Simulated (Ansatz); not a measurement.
A geometry relaxed with B3LYP-D3(BJ)/def2-SVP run with Ansatz (a first-principles code), charge 0, multiplicity 1:

```xyz
12

C     -0.4023    -1.3232    -0.0554
O     -1.8052     1.9644     0.3569
H     -0.6461    -2.3864    -0.1091
H      0.8095     2.3463     0.0873
H      2.4203     0.4557    -0.2420
C      1.3455     0.2968    -0.1311
H      1.6056    -1.7471    -0.3176
C      0.4617     1.3130     0.0479
C     -1.3401    -0.3570     0.1260
H     -2.3936    -0.6225     0.2261
C     -0.9824     1.0690     0.1943
N      0.9272    -1.0090    -0.1834
```

Write the SMILES of this molecule.

`O=c1cc[nH]cc1`
